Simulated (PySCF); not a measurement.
Compound: [Ag(edt)(CN)2]2-, C₄H₂AgN₂S₂ (charge -2 and doublet state).
Bonds: Ag1–S2, Ag1–S5, Ag1–C8, Ag1–C10, S2–C3, C3–C4, C4–S5, C8–N9, C10–N11. Hydrogens: H6 on C3; H7 on C4.

Method used: PBE0-D3(BJ)/def2-SVP geometry optimisation, gas phase, def2 core potentials past Kr (PySCF 2.14.0).

Task: How far are the bound atoms from Ag1?

Result: 4 atoms: C10 2.122 Å, C8 2.124 Å, S2 3.026 Å, S5 3.031 Å. The nearest atom not counted as bound is N11, at 3.29 Å (others tie with it).

Task: List the angles at Ag1.

Result: 
| angle | degrees | distance of the outer atoms (Å) |
| --- | --- | --- |
| C8–Ag1–C10 | 147.3 | 4.07 |
| S5–Ag1–C8 | 104.9 | 4.12 |
| S2–Ag1–C8 | 104.7 | 4.11 |
| S5–Ag1–C10 | 101.7 | 4.04 |
| S2–Ag1–C10 | 101.6 | 4.03 |
| S2–Ag1–S5 | 71.3 | 3.53 |

Task: Describe the arrangement about Ag1 in numbers.

Result: Angles from 71.3° to 147.3°; τ4 = (360° − α − β)/141° = 0.76 with α and β the two widest (0 for a square, 1 for a tetrahedron). Differences among atoms that Cs makes equivalent are scatter left by the optimiser.

Task: What are the other bond lengths?

Result: S2–C3, C4–S5 1.680 Å; C3–C4 1.402 Å; C8–N9, C10–N11 1.171 Å. (A selection.)

Task: Give some angles away from the centre.

Result: Ag1–S2–C3 105.0°, S2–C3–C4 129.3°, Ag1–C8–N9 177.5°.

Task: What are the rotational constants (commonest isotopes, rigid rotor)?

Result: A = 858.3, B = 604.9, C = 507.0 MHz: an asymmetric top.

Point group: Cs (every atom within 0.08 Å of its image). Charge -2, doublet. ⟨S²⟩ = 0.761 (exact for a doublet: 0.75). Whether so highly charged an anion holds all its electrons in the gas phase wasn't checked; a finite basis holds them in any case. The ion is multiply charged and computed without counter-ions or solvent. The geometry's basis has no diffuse functions, a weakness for an anion. No PBE0-D3(BJ)/def2-SVP frequencies stand behind this structure, so it isn't proved a minimum.

For an open-shell metal species like this, the optimisation's SCF solution wasn't tested for stability and no frequencies at its level were run, so a lower state or another shape may exist.
